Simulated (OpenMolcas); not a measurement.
CH4F2Si (SMILES C[SiH](F)F): the energy, rung by rung

CH4F2Si has 8 atoms, charge 0, and is taken as a singlet. SMILES: `C[SiH](F)F`. The coordinates come from a PBE0-D4/def2-TZVP relaxation.

```xyz
8

C    -0.3871    0.8817   -0.1747
Si    0.3293   -0.7752    0.1806
F     1.9163   -0.6783    0.2267
F    -0.0354   -1.7839   -0.9940
H    -0.0134    1.2690   -1.1254
H    -0.1227    1.5910    0.6133
H    -1.4768    0.8244   -0.2314
H    -0.1181   -1.3857    1.4490
```

Quantity: the energy change with the C1–Si2 bond stretched from 1.840 to 2.392 Å, in eV. The values are calculated.

```
                       level                   kind     program  value (eV)  less CCSD(T)/cc-pVDZ  CPU time (all runs)
   HF/cc-pVDZ (unrestricted)           Hartree–Fock  OpenMolcas        1.55                 +0.19                 15 s
  SVWN5/cc-pVDZ (restricted)                    LDA  OpenMolcas        1.43                 +0.07                 47 s
   BLYP/cc-pVDZ (restricted)                    GGA  OpenMolcas        1.16                 -0.20                 65 s
   TPSS/cc-pVDZ (restricted)               meta-GGA  OpenMolcas        1.26                 -0.10                 86 s
   PBE0/cc-pVDZ (restricted)          global hybrid  OpenMolcas        1.43                 +0.07                 56 s
 B2PLYP/cc-pVDZ (restricted)          double hybrid  OpenMolcas        1.40                 +0.04                 45 s
    MP2/cc-pVDZ (restricted)    perturbation theory  OpenMolcas        1.46                 +0.10                 12 s
CCSD(T)/cc-pVDZ (restricted)  coupled cluster or CI  OpenMolcas        1.36                  0.00              1.7 min
```

CCSD(T)/cc-pVDZ (restricted) is the highest level here, not the true value. The first shape isn't each level's own minimum. The values span 1.16 to 1.55 eV. Times are those of the runs behind each value, whatever else they computed, on shared processors of several kinds: orders of magnitude only.
